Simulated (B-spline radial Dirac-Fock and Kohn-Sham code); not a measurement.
# K-line shifts caused by a second vacancy in In²⁴⁺

System: the In²⁴⁺ ion, configuration 1s2 2s2 2p6 3s2 3p6 3d7.

The run's input, task.json:

```json
{"items": [{
  "Z": 49,
  "q": 24,
  "cfg": [[1, 0, 2], [2, 0, 2], [2, 1, 6], [3, 0, 2], [3, 1, 6], [3, 2, 7]],
  "A": 115,
  "rrms": 4.6156,
  "do": ["binding", "quiet", "double"]
}]}
```

Launch: `python xray_run.py task.json out`

The computed values come from a radial finite-basis atomic code: Dirac-Fock energy differences between relaxed states, corrected for Breit and QED terms. Each two-hole energy is an average over J within one jj subconfiguration, not an observable level; in light atoms, where LS coupling holds, the j-resolved values are not observed lines, and for a K spectator the Kα1 hypersatellite is nearly forbidden. Electron correlation is not included.

Lines without a spectator: Kα2 (K-L2) 24018.1 eV, Kα1 (K-L3) 24227.7 eV, Kβ3 (K-M2) 27352.3 eV, Kβ1 (K-M3) 27394.9 eV. Shifts in eV with one spectator hole (a dash: not computed, or left out as unreliable):

```
spectator hole    Kα2     Kα1     Kβ3     Kβ1
    L2 (2p1/2)  +64.1   +80.5       –  +174.0
    L3 (2p3/2)  +63.1   +63.3  +155.2       –
    M2 (3p1/2)      –  +11.70  +28.70   +33.4
    M3 (3p3/2)  +9.07       –  +29.44  +28.99
```

Problem. Where does the K-L3 hypersatellite lie, emitted when both K electrons are missing?

Solution. +581.6 eV from the normal line, at 24809.2 eV. Removing both K electrons costs 58533.0 eV, which is 825.1 eV more than twice the K binding energy.

With n spectator holes in 2p, averaged over the 2p shell (energies in eV):

```
n     KαLⁿ   step  hypersatellite KαʰLⁿ
0  24157.8      –               24733.6
1  24225.7  +67.9               24803.0
2  24295.0  +69.3               24873.9
3  24365.8  +70.7               24946.2
4  24437.9  +72.2               25019.9
5  24511.5  +73.6               25095.0
```
